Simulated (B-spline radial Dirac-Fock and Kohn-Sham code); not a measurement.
## Elastic and transport cross sections of gadolinium for electrons

Calculated with a radial B-spline solver, using relativistic (Dirac) partial waves in the static field of the Dirac-Fock atom with Furness-McCarthy exchange, without polarisation or absorption potentials. σ_tr1 and σ_tr2 weight the cross section with 1 − P₁ and 1 − P₂ of cos θ; "backward" is the share scattered beyond 90°.

| energy (eV) | σ (a₀²) | σ_tr1 (a₀²) | σ_tr2 (a₀²) | σ/σ_tr1 | backward (%) |
| --- | --- | --- | --- | --- | --- |
| 20000 | 2.20 | 0.0438 | 0.0861 | 50.2 | 0.44 |
| 30000 | 1.69 | 0.0234 | 0.0488 | 72.0 | 0.26 |
| 33100 | 1.58 | 0.0201 | 0.0424 | 78.7 | 0.23 |
| 50000 | 1.20 | 0.0105 | 0.0232 | 114 | 0.14 |
| 50100 | 1.20 | 0.0105 | 0.0232 | 114 | 0.14 |
| 53800 | 1.14 | 0.00936 | 0.0209 | 122 | 0.12 |
| 62400 | 1.04 | 0.00741 | 0.0167 | 140 | 0.10 |
| 72600 | 0.939 | 0.00583 | 0.0134 | 161 | 0.083 |
| 89900 | 0.818 | 0.00415 | 0.00969 | 197 | 0.063 |
| 95200 | 0.789 | 0.00379 | 0.00890 | 208 | 0.058 |
| 100000 | 0.765 | 0.00351 | 0.00826 | 218 | 0.054 |
| 119000 | 0.687 | 0.00267 | 0.00636 | 258 | 0.043 |
| 120000 | 0.684 | 0.00263 | 0.00628 | 260 | 0.043 |
| 123000 | ? | ? | ? | ? | ? |
| 200000 | 0.512 | 0.00118 | 0.00292 | 433 | 0.021 |
| 300000 | 0.421 | 0.000634 | 0.00160 | 665 | 0.012 |

**Question.** Fill in the row for 123 keV.

**Answer.** σ = 0.673 a₀², σ_tr1 = 0.00253 a₀², σ_tr2 = 0.00605 a₀², σ/σ_tr1 = 266, backward 0.041 %. The ratio σ/σ_tr1 is roughly the number of elastic collisions that randomise the direction.
